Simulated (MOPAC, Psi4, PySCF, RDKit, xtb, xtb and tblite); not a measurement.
Two geometries of C₄H₉BO₂, SMILES CC/C=C\B(O)O, singlet, relaxed at GFN2-xTB with one dihedral held; other torsions can differ between them too.

Structure A

```
16

C      2.3097    -0.3227    -0.3209
C      1.1644    -0.4636     0.6743
C      0.4218     0.8177     0.8791
C     -0.6213     0.9772     1.6932
B     -1.2849    -0.1199     2.5968
O     -0.8141    -1.3880     2.6206
O     -2.3621     0.1562     3.3954
H      3.0311     0.4140     0.0268
H      2.8251    -1.2721    -0.4465
H      1.9362    -0.0059    -1.2927
H      0.4623    -1.2282     0.3345
H      1.5437    -0.8099     1.6383
H      0.7889     1.6608     0.3035
H     -1.0595     1.9707     1.7370
H     -1.3081    -1.9565     3.2133
H     -2.6823     1.0556     3.3669
```

Structure B

```
16

C     -2.5467    -0.0091     0.0015
C     -1.2856    -0.3809     0.7789
C     -0.1824     0.6397     0.6979
C     -0.3043     1.9635     0.7330
B     -1.5820     2.8459     1.0041
O     -1.8120     3.9129     0.2107
O     -2.4364     2.6417     2.0529
H     -3.0071     0.8908     0.3943
H     -3.2703    -0.8202     0.0569
H     -2.3008     0.1653    -1.0434
H     -0.9049    -1.3308     0.3973
H     -1.5477    -0.5444     1.8310
H      0.8025     0.2088     0.5530
H      0.6068     2.5355     0.5977
H     -2.5815     4.4245     0.4643
H     -2.2449     1.8826     2.6001
```

Problem. Which is lower in energy at the level B3LYP-D3(BJ)/def2-SVP // GFN2-xTB run with Psi4 1.11, and by how much?

Solution. A is lower, by 6.73 kJ/mol (dihedral C1–C2–C3–C4: 180° in A, 40° in B).

E(B) − E(A) in kJ/mol at the other levels, on the same two geometries: GFN2-xTB (xtb and tblite) 7.97; B3LYP/def2-SVP // GFN2-xTB (Psi4) 10.51; PBE/def2-SVP // GFN2-xTB (Psi4) 9.07; PBE-D3(BJ)/def2-SVP // GFN2-xTB (Psi4) 6.71; UFF // GFN2-xTB (RDKit) 49.69; PM6, restricted, heats of formation // GFN2-xTB (MOPAC) 7.32; AM1, restricted, heats of formation // GFN2-xTB (MOPAC) 11.07; GFN1-xTB // GFN2-xTB (xtb) 11.96; restricted B3LYP/6-31G*, spherical d, density fitting // GFN2-xTB (PySCF) 12.05; restricted Hartree-Fock/6-31G*, spherical d, density fitting // GFN2-xTB (PySCF) 13.97; restricted Hartree-Fock/STO-3G // GFN2-xTB (PySCF) 13.43; restricted B3LYP/6-311+G**, spherical d, density fitting // GFN2-xTB (PySCF) 15.33.
